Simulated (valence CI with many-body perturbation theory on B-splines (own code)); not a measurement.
## Ho LIV: calculated level list

Computed by relativistic CI+MBPT: four valence electrons over a frozen Dirac-Fock core [Ne], radial functions for each j: 9 s, 9 p, 8 d, 6 f, 3 g, 1 h, with the one-electron correlation potential Σ1, the two-electron term Σ2, the three-electron term Σ3, Breit, model QED; selected CI, second order for the rest, scaled by the run's own slope (own B-spline code, finite nucleus).

The last digits are not significant, and no measured levels were compared; by estimate large intervals hold to a few tenths of a per cent, small ones and those within an open d or f shell to about a per cent.

Levels 1 to 36 of 36, with energies above the lowest level, (3s^2 3p1/2^2) J=0. "Leading %" is the weight of the configuration and term that name the level; weights of strongly mixed levels are sums over their largest components and can fall short, so below about 35 % the name and the second component can differ from the true leading terms, or belong to a minority configuration. In the jj column 3d3/2^4 stands for four electrons in 3d with j = 3/2.

| No. | Configuration | Term | J | E (× 10³ cm⁻¹) | Leading % | g | Leading jj | Second component |
| --- | --- | --- | --- | --- | --- | --- | --- | --- |
| 1 | 3s²3p² | ³P | 0 | 0.00 | 70 |  | 3s^2 3p1/2^2 (99 %) | 30 % 3s²3p² ¹S |
| 2 | 3s²3p² | ³P | 1 | 1725.6 | 99 | 1.491 | 3s^2 3p1/2 3p3/2 (99 %) |  |
| 3 | 3s²3p² | ¹D | 2 | 1793.0 | 63 | 1.169 | 3s^2 3p1/2 3p3/2 (99 %) | 36 % 3s²3p² ³P |
| 4 | 3s3p³ | ³P° | 2 | 2883.7 | 45 | 1.544 | 3s 3p1/2^2 3p3/2 (96 %) | 30 % 3s3p³ ⁵S° |
| 5 | 3s3p³ | ³D° | 1 | 3087.1 | 31 | 1.032 | 3s 3p1/2^2 3p3/2 (83 %) | 23 % 3s3p³ ¹P° |
| 6 | 3s²3p3d | ³F° | 2 | 3291.9 | 74 | 0.755 | 3s^2 3p1/2 3d3/2 (99 %) | 20 % 3s²3p3d ¹D° |
| 7 | 3s²3p² | ³P | 2 | 3568.4 | 63 | 1.310 | 3s^2 3p3/2^2 (98 %) | 36 % 3s²3p² ¹D |
| 8 | 3s²3p3d | ³D° | 1 | 3592.2 | 46 | 0.877 | 3s^2 3p1/2 3d3/2 (84 %) | 24 % 3s²3p3d ¹P° |
| 9 | 3s²3p² | ¹S | 0 | 3714.2 | 69 |  | 3s^2 3p3/2^2 (98 %) | 30 % 3s²3p² ³P |
| 10 | 3s²3p3d | ³P° | 2 | 3832.9 | 44 | 1.298 | 3s^2 3p1/2 3d5/2 (94 %) | 33 % 3s²3p3d ³D° |
| 11 | 3s²3p3d | ³F° | 3 | 3839.8 | 53 | 1.112 | 3s^2 3p1/2 3d5/2 (97 %) | 23 % 3s²3p3d ¹F° |
| 12 | 3s3p²3d | ⁵F | 1 | 4477.8 | 42 | 0.424 | 3s 3p1/2^2 3d3/2 (98 %) | 36 % 3s3p²3d ³D |
| 13 | 3s3p²3d | ³D | 2 | 4527.8 | 29 | 1.143 | 3s 3p1/2^2 3d3/2 (96 %) | 21 % 3s3p²3d ⁵F |
| 14 | 3s3p³ | ³D° | 2 | 4567.1 | 50 | 1.512 | 3s 3p1/2 3p3/2^2 (93 %) | 42 % 3s3p³ ⁵S° |
| 15 | 3s3p³ | ³D° | 3 | 4689.6 | 92 | 1.310 | 3s 3p1/2 3p3/2^2 (92 %) | 5 % 3s²3p3d ³F° |
| 16 | 3s3p³ | ³P° | 0 | 4775.3 | 87 |  | 3s 3p1/2 3p3/2^2 (87 %) | 12 % 3s²3p3d ³P° |
| 17 | 3s3p³ | ³P° | 1 | 4874.8 | 37 | 1.270 | 3s 3p1/2 3p3/2^2 (84 %) | 21 % 3s3p³ ³D° |
| 18 | 3s3p³ | ¹D° | 2 | 4883.0 | 56 | 1.083 | 3s 3p1/2 3p3/2^2 (73 %) | 11 % 3s²3p3d ³D° |
| 19 | 3s3p³ | ³S° | 1 | 4959.2 | 34 | 1.354 | 3s 3p1/2 3p3/2^2 (96 %) | 24 % 3s3p³ ³P° |
| 20 | 3s3p²3d | ³D | 3 | 4986.2 | 32 | 1.355 | 3s 3p1/2^2 3d5/2 (96 %) | 22 % 3s3p²3d ⁵D |
| 21 | 3s3p²3d | ³F | 2 | 5085.4 | 28 | 1.021 | 3s 3p1/2^2 3d5/2 (94 %) | 21 % 3s3p²3d ¹D |
| 22 | 3s²3p3d | ³F° | 3 | 5284.4 | 42 | 1.097 | 3s^2 3p3/2 3d3/2 (92 %) | 36 % 3s²3p3d ¹F° |
| 23 | 3s²3p3d | ³D° | 2 | 5301.2 | 41 | 1.060 | 3s^2 3p3/2 3d3/2 (73 %) | 17 % 3s3p³ ¹D° |
| 24 | 3s²3p3d | ³P° | 1 | 5308.2 | 48 | 1.124 | 3s^2 3p3/2 3d3/2 (84 %) | 32 % 3s²3p3d ³D° |
| 25 | 3s²3p3d | ³P° | 0 | 5317.8 | 87 |  | 3s^2 3p3/2 3d3/2 (87 %) | 12 % 3s3p³ ³P° |
| 26 | 3s²3p3d | ³F° | 4 | 5520.8 | 99 | 1.240 | 3s^2 3p3/2 3d5/2 (99 %) |  |
| 27 | 3s²3p3d | ³P° | 2 | 5580.3 | 44 | 1.245 | 3s^2 3p3/2 3d5/2 (94 %) | 39 % 3s²3p3d ¹D° |
| 28 | 3s²3p3d | ³D° | 3 | 5763.0 | 56 | 1.189 | 3s^2 3p3/2 3d5/2 (93 %) | 40 % 3s²3p3d ¹F° |
| 29 | 3s²3p3d | ¹P° | 1 | 5829.6 | 63 | 1.077 | 3s^2 3p3/2 3d5/2 (95 %) | 23 % 3s²3p3d ³P° |
| 30 | 3p⁴ | ³P | 2 | 5994.5 | 27 | 1.189 | 3s 3p1/2 3p3/2 3d3/2 (56 %) | 17 % 3s3p²3d ⁵F |
| 31 | 3s3p²3d | ⁵D | 0 | 6054.4 | 71 |  | 3s 3p1/2 3p3/2 3d3/2 (90 %) | 14 % 3s3p²3d ³P |
| 32 | 3s3p²3d | ⁵D | 1 | 6075.6 | 53 | 1.155 | 3s 3p1/2 3p3/2 3d3/2 (99 %) | 22 % 3s3p²3d ⁵F |
| 33 | 3s3p²3d | ⁵F | 3 | 6112.1 | 45 | 1.143 | 3s 3p1/2 3p3/2 3d3/2 (95 %) | 35 % 3s3p²3d ³F |
| 34 | 3s3p²3d | ⁵F | 2 | 6126.4 | 26 | 1.170 | 3s 3p1/2 3p3/2 3d3/2 (56 %) | 23 % 3p⁴ ³P |
| 35 | 3p⁴ | ¹S | 0 | 6194.9 | 42 |  | 3p1/2^2 3p3/2^2 (67 %) | 25 % 3p⁴ ³P |
| 36 | 3s3p²3d | ³F | 4 | 6228.6 | 29 | 1.177 | 3s 3p1/2 3p3/2 3d3/2 (92 %) | 28 % 3s3p²3d ³G |

The ionisation energy to 3s²3p ²P°1/2 of the next ion comes out as 5137.2 eV (NIST: 5135 ± 5 eV (theoretical)). All 36 levels together are meant to be complete up to 6296.6 × 10³ cm⁻¹.
